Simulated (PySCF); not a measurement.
Compound: C5H14OSi2.
Atom-mapped SMILES: `[CH3:1][CH2:2][C@@H:3]1[CH2:4][O:5][Si@H:6]([SiH3:7])[CH2:8]1`

NICS = −σ at a ghost point: NICS(0) at the centroid of the ring atoms, NICS(1) 1 Å to either side along the normal of their mean plane, zz for the tensor component along that normal. Level: GIAO PBE0/pcSseg-1 (PySCF, non-relativistic, gas phase) on the GFN2-xTB geometry, one conformer.

Ring bond lengths (Å), with Mayer bond orders in brackets: C3–C4 1.533 (0.99), C4–O5 1.403 (0.89), O5–Si6 1.642 (0.94), Si6–C8 1.915 (0.90), C8–C3 1.531 (1.01).

Q: What do the NICS probes read (ppm)?

A: 
| ring | type | NICS(0) | NICS(1), two faces | NICS(1)zz, two faces | rms pucker (Å) | centre to ring atoms, mean (Å) |
| --- | --- | --- | --- | --- | --- | --- |
| C3–C4–O5–Si6–C8 | 5-membered ring with O and Si; formal bonds all single | -6.9 | -2.8 / -4.4 | -5.0 / -6.6 | 0.17 | 1.34 |

Q: What do they say, and how far can they be read as aromaticity?

A: 
- C3–C4–O5–Si6–C8: mean NICS(1)zz -5.8 ppm, shielded. C3, C4, Si6, C8 have four or more neighbours; no verdict on aromaticity is drawn.

Q: How shielded are the nuclei of the rings and their hydrogens (means over atoms taken as equivalent)?

A: 
| atoms | environment | σ isotropic (ppm) |
| --- | --- | --- |
| C3 | sp3 CH carbon | 142.5 |
| C4 | sp3 carbon bound to oxygen | 113.9 |
| O5 | silyl ether oxygen | 315.9 |
| Si6 | oxygen-bound silicon | 337.9 |
| C8 | sp3 carbon bound to silicon | 163.2 |
| H on C3 | methine hydrogen | 29.95 |
| H on C4 | methylene hydrogen | 27.47 |
| H on C4 | methylene hydrogen | 27.96 |
| H on Si6 | Si–H hydrogen | 26.32 |
| H on C8 | methylene hydrogen | 29.99 |
| H on C8 | methylene hydrogen | 30.95 |
